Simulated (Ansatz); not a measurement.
`N=C[SiH2][SeH]` + H₂ → `N=C[SiH3]` + H₂Se  (hydrogenolysis of the Si–Se bond)

Computed with Ansatz on PBE0-D4/def2-TZVP structures; ΔE is electronic, products minus reactants. CBS: MP2 limit from def2 TZ/QZ plus the TZ coupled-cluster correction, frozen cores. This one scheme is used for every species. Functionals use def2-TZVPP. B3LYP here is the variant with VWN-RPA as its local correlation; programs differ in this. For Se outer-core shells are correlated without core-valence functions, which leaves a few kJ/mol of doubt a bond. Scalar relativity is left out up to krypton. One conformer a species, not always the lowest.

**Question.** Is it downhill or uphill in electronic energy at CCSD(T)/CBS, and by how much? (Estimate.)

**Answer.** Ansatz gave: Uphill: ΔE = +11.7 kcal/mol.

**Question.** What do these levels give: PBE-D4, B3LYP-D4, r2SCAN, PBE0, B3LYP, HF/def2-TZVPP, CCSD/def2-TZVPP, HF/def2-QZVPP, MP2/def2-QZVPP, SCS-MP2/def2-QZVPP, MP2/CBS(def2), CCSD/CBS(def2)? (An estimate is asked.)

**Answer.** The calculation gave: PBE-D4 12.3, B3LYP-D4 10.7, r2SCAN 11.8, PBE0 10.4, B3LYP 8.2, HF/def2-TZVPP 5.7, CCSD/def2-TZVPP 9.0, HF/def2-QZVPP 5.6, MP2/def2-QZVPP 13.7, SCS-MP2/def2-QZVPP 11.5, MP2/CBS(def2) 14.4, CCSD/CBS(def2) 10.5 kcal/mol.

Largest T1 diagnostic among the species: 0.012.

The D4 term adds +2.5 kcal/mol with B3LYP and +1.4 kcal/mol with PBE0; it sums over pairs of atoms, weighted by their polarisabilities, and B3LYP, whose exchange is more repulsive, gets the larger term. In def2-TZVPP, CCSD(T) changes the Hartree–Fock value by +4.4 kcal/mol (the triples alone add +1.2 kcal/mol) and MP2 by +7.1 kcal/mol.
